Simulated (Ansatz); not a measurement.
Calculated with Ansatz (gas phase, PBE0-D4/def2-TZVP geometries, no zero-point term in ΔE). CCSD(T)/CBS is the MP2 limit (def2-TZVPP, def2-QZVPP) plus CCSD(T) − MP2 in def2-TZVPP, frozen cores. DFT in def2-TZVPP. def2 core potentials past Kr. For Mo outer-core shells are correlated without core-valence functions, which leaves a few kJ/mol of doubt a bond.

`[S]=[Mo](=[S])([Cl])[Cl]` + `F[SiH]1[CH2][AlH]1` → `[F][Mo](=[S])(=[S])[Cl]` + `Cl[SiH]1[CH2][AlH]1`  (redistribution)

| level | ΔE (kJ/mol) |
| --- | --- |
| PBE0-D4 | 43.6 |
| r2SCAN0-D4 | 46.7 |
| CAM-B3LYP-D4 | 44.5 |
| HF/def2-SVP | 33.7 |

Q: What does CCSD(T)/CBS give? (Estimate.)

A: Computed: +56.6 kJ/mol. The listed levels differ from it by -13.0, -9.9, -12.1, -22.9 kJ/mol.

Largest T1 diagnostic among the species: 0.024, so the coupled-cluster value is less sure than usual.

Leaving LDA and LC-ωPBE aside and taking each functional with its dispersion term where it has one, the values, not all of them listed here, spread over 22.2 kJ/mol, from revPBE-D4 to PBE-QIDH. LDA lies +6.9 kJ/mol from PBE without D4. From BLYP to BHLYP (50 % exact exchange), in def2-TZVPP and without D4, ΔE moves by +9.1 kJ/mol.
